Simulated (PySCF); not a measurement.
**Basis-set dependence of population analyses: phenylsilane**

Phenylsilane, C6H8Si.
Bonds: Si1–C2, C2–C3 (aromatic), C3–C4 (aromatic), C4–C5 (aromatic), C5–C6 (aromatic), C6–C7 (aromatic), C2–C7 (aromatic). Hydrogens: H8, H9, H10 on Si1; H11 on C3; H12 on C4; H13 on C5; H14 on C6; H15 on C7.

PBE0 throughout (PySCF), one geometry, spherical d and f functions. Isolated species at its PBE0-D3(BJ)/def2-SVP geometry, gas phase. Atoms taken as equivalent share a column and are averaged. The first 7 of 9 kinds of atom are listed.

Mulliken charges (e):

| basis | functions | Si1 | C2 | C3/C7 | C4/C6 | C5 | H8/H9/H10 | H11/H15 |
| --- | --- | --- | --- | --- | --- | --- | --- | --- |
| STO-3G | 47 | +0.545 | -0.167 | -0.089 | -0.087 | -0.086 | -0.115 | +0.077 |
| pcSseg-0 | 83 | +0.605 | -0.557 | -0.186 | -0.235 | -0.233 | -0.054 | +0.235 |
| 6-31G | 83 | +0.539 | -0.241 | -0.183 | -0.154 | -0.176 | -0.102 | +0.171 |
| 6-31G* | 118 | +0.318 | -0.095 | -0.197 | -0.158 | -0.172 | -0.068 | +0.172 |
| cc-pVDZ | 142 | +0.252 | -0.149 | +0.001 | +0.005 | 0.000 | -0.050 | +0.004 |
| def2-SVP | 142 | +0.398 | -0.203 | -0.027 | -0.014 | -0.016 | -0.070 | +0.020 |
| pcSseg-1 | 166 | +0.549 | -0.365 | -0.077 | -0.077 | -0.090 | -0.087 | +0.089 |
| aug-cc-pVDZ | 237 | -0.838 | +0.018 | +0.625 | +0.817 | +0.432 | +0.240 | -0.743 |
| 6-311+G(2d,p) | 245 | +0.315 | +0.486 | -0.482 | -0.068 | -0.093 | -0.060 | +0.120 |
| def2-TZVP | 271 | +0.157 | +0.005 | -0.155 | -0.146 | -0.086 | -0.025 | +0.118 |
| cc-pVTZ | 326 | +0.181 | -0.088 | -0.118 | -0.111 | -0.113 | -0.032 | +0.110 |

IAO charges (e):

| basis | functions | Si1 | C2 | C3/C7 | C4/C6 | C5 | H8/H9/H10 | H11/H15 |
| --- | --- | --- | --- | --- | --- | --- | --- | --- |
| STO-3G | 47 | +0.639 | -0.262 | -0.133 | -0.140 | -0.139 | -0.121 | +0.129 |
| pcSseg-0 | 83 | +0.438 | -0.258 | -0.133 | -0.149 | -0.143 | -0.073 | +0.144 |
| 6-31G | 83 | +0.442 | -0.240 | -0.139 | -0.150 | -0.145 | -0.078 | +0.147 |
| 6-31G* | 118 | +0.571 | -0.273 | -0.131 | -0.145 | -0.138 | -0.112 | +0.142 |
| cc-pVDZ | 142 | +0.564 | -0.268 | -0.135 | -0.147 | -0.141 | -0.110 | +0.144 |
| def2-SVP | 142 | +0.584 | -0.272 | -0.131 | -0.144 | -0.138 | -0.116 | +0.140 |
| pcSseg-1 | 166 | +0.588 | -0.277 | -0.137 | -0.149 | -0.143 | -0.114 | +0.145 |
| aug-cc-pVDZ | 237 | +0.566 | -0.267 | -0.141 | -0.151 | -0.146 | -0.110 | +0.148 |
| 6-311+G(2d,p) | 245 | +0.599 | -0.278 | -0.139 | -0.151 | -0.145 | -0.118 | +0.148 |
| def2-TZVP | 271 | +0.607 | -0.280 | -0.138 | -0.151 | -0.145 | -0.120 | +0.147 |
| cc-pVTZ | 326 | +0.591 | -0.276 | -0.138 | -0.151 | -0.145 | -0.116 | +0.147 |

Hirshfeld charges (e):

```tsv
basis	functions	Si1	C2	C3/C7	C4/C6	C5	H8/H9/H10	H11/H15
STO-3G	47	+0.356	-0.080	-0.035	-0.030	-0.029	-0.080	+0.021
pcSseg-0	83	+0.302	-0.091	-0.045	-0.044	-0.040	-0.073	+0.042
6-31G	83	+0.276	-0.092	-0.041	-0.046	-0.042	-0.072	+0.049
6-31G*	118	+0.278	-0.092	-0.039	-0.046	-0.041	-0.075	+0.049
cc-pVDZ	142	+0.297	-0.091	-0.042	-0.045	-0.041	-0.077	+0.046
def2-SVP	142	+0.305	-0.091	-0.043	-0.046	-0.041	-0.078	+0.046
pcSseg-1	166	+0.304	-0.095	-0.045	-0.048	-0.043	-0.077	+0.048
aug-cc-pVDZ	237	+0.307	-0.101	-0.049	-0.051	-0.047	-0.075	+0.051
6-311+G(2d,p)	245	+0.311	-0.104	-0.048	-0.050	-0.046	-0.076	+0.051
def2-TZVP	271	+0.302	-0.099	-0.046	-0.049	-0.045	-0.076	+0.050
cc-pVTZ	326	+0.300	-0.095	-0.045	-0.049	-0.044	-0.076	+0.049
```

ESP-fitted charges (e):

```tsv
basis	functions	Si1	C2	C3/C7	C4/C6	C5	H8/H9/H10	H11/H15
STO-3G	47	+0.244	+0.052	-0.141	-0.084	-0.079	-0.061	+0.086
pcSseg-0	83	+0.354	-0.150	-0.083	-0.190	-0.095	-0.087	+0.129
6-31G	83	+0.278	-0.029	-0.144	-0.141	-0.121	-0.078	+0.134
6-31G*	118	+0.200	+0.019	-0.157	-0.138	-0.118	-0.061	+0.135
cc-pVDZ	142	+0.153	+0.031	-0.153	-0.142	-0.106	-0.049	+0.133
def2-SVP	142	+0.204	-0.003	-0.134	-0.148	-0.098	-0.061	+0.128
pcSseg-1	166	+0.277	-0.024	-0.144	-0.162	-0.112	-0.077	+0.139
aug-cc-pVDZ	237	+0.158	+0.082	-0.183	-0.139	-0.119	-0.054	+0.139
6-311+G(2d,p)	245	+0.151	+0.078	-0.182	-0.151	-0.120	-0.052	+0.144
def2-TZVP	271	+0.149	+0.082	-0.177	-0.147	-0.114	-0.052	+0.139
cc-pVTZ	326	+0.165	+0.065	-0.170	-0.142	-0.112	-0.056	+0.136
```

Some averages cover members that differ in this geometry, most widely: C3/C7, Mulliken in aug-cc-pVDZ +0.468 to +0.782; H8/H9/H10, Mulliken in aug-cc-pVDZ +0.174 to +0.275; C3/C7, ESP-fitted in aug-cc-pVDZ -0.218 to -0.148; C3/C7, ESP-fitted in 6-311+G(2d,p) -0.217 to -0.147 e.

**Question.** Which scheme is steadiest as the basis changes?

**Answer.** Largest range over the bases for any column: Hirshfeld 0.08 e, IAO 0.20 e, ESP-fitted 0.23 e, Mulliken 1.44 e. Hirshfeld charges move least and Mulliken charges most, counted in e. Without the minimal STO-3G basis the ranges are Hirshfeld 0.04, IAO 0.17, ESP-fitted 0.23, Mulliken 1.44 e.

**Question.** How much do the charges still move between the two largest bases, def2-TZVP and cc-pVTZ?

**Answer.** At most, over all atoms: Mulliken 0.093 e, IAO 0.015 e, Hirshfeld 0.003 e, ESP-fitted 0.016 e.

**Question.** What do the same runs give for the total energy, the frontier levels and the dipole moment?

**Answer.** 
```csv
basis,energy (Eh),HOMO (eV),LUMO (eV),μ (D)
STO-3G,-516.3934,-5.34,2.72,0.11
pcSseg-0,-521.6777,-7.51,-0.60,0.74
6-31G,-522.4293,-7.17,-0.23,0.90
6-31G*,-522.5085,-7.15,-0.35,0.99
cc-pVDZ,-522.5445,-7.28,-0.56,0.94
def2-SVP,-522.2766,-7.37,-0.64,0.93
pcSseg-1,-522.4911,-7.43,-0.74,0.90
aug-cc-pVDZ,-522.5540,-7.38,-0.76,0.91
"6-311+G(2d,p)",-522.6002,-7.39,-0.78,0.95
def2-TZVP,-522.6198,-7.39,-0.75,0.99
cc-pVTZ,-522.6168,-7.37,-0.71,0.99
```

The dipole is fixed by the density alone, so its range of 0.88 D shows that the density itself changes with the basis, not only its division among atoms.
